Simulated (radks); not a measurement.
Neutral barium inside a hard spherical wall (all orbitals vanish at R), configuration held at [Xe] 6s2 and not refilled when levels cross. All-electron calculation, scalar-relativistic Kohn-Sham, PBEsol, spin-polarised, spherical densities, point nucleus. Program: a radial shooting solver on a logarithmic mesh with Libxc functionals. Eigenvalues in eV for spin up, with the zero of energy where the potential of the charges vanishes at infinity; a dash marks a level that is unbound or too diffuse for the functional's potential to be trusted. A positive occupied level is held by the wall or, in an anion where self-interaction has pushed it up, behind a barrier. The pressure on the wall is -dE/dV.

| R (bohr) | E (hartree) | kinetic (hartree) | e(4d) | e(5s) | e(5p) | e(6s) | e(5d, empty) | e(6p, empty) | pressure (GPa) |
|---|---|---|---|---|---|---|---|---|---|
| free | -8132.3619 | 8584.750 | -89.609 | -33.704 | -18.741 | -3.247 | -2.028 | -1.229 | 0 |
| 20 | -8132.3619 | 8584.750 | -89.609 | -33.703 | -18.741 | -3.247 | -2.028 | -1.228 | < 0.0001 |
| 15 | -8132.3619 | 8584.751 | -89.601 | -33.696 | -18.734 | -3.241 | -2.022 | -1.205 | 0.000621 |
| 10 | -8132.3559 | 8584.796 | -89.284 | -33.388 | -18.434 | -2.997 | -1.764 | -0.698 | 0.122 |
| 7 | -8132.2842 | 8585.139 | -87.736 | -31.923 | -17.031 | -1.293 | -0.412 | 2.102 | 3.16 |
| 5 | -8131.8903 | 8586.656 | -84.016 | -28.697 | -14.000 | 5.428 | 3.430 | 11.774 | 43.9 |
| 3.5 | -8129.7130 | 8594.742 | -72.312 | -19.693 | -4.665 | 33.214 | 16.762 | 46.163 | 681 |
| 3 | -8126.9581 | 8604.187 | -62.475 | -11.547 | 4.672 | 61.656 | 29.915 | 78.688 | 2120 |
| 2.5 | -8120.2704 | 8625.409 | -46.072 | 5.271 | 24.588 | 119.86 | 57.004 | 142.75 | 7790 |
| 2 | -8101.5897 | 8681.356 | -15.884 | 48.399 | 75.146 | 253.04 | 120.83 | 284.52 | 36800 |
| 1.5 | -8035.6062 | 8868.040 | 57.488 | 196.43 | 239.44 | 620.74 | 304.54 | 663.28 | 260000 |
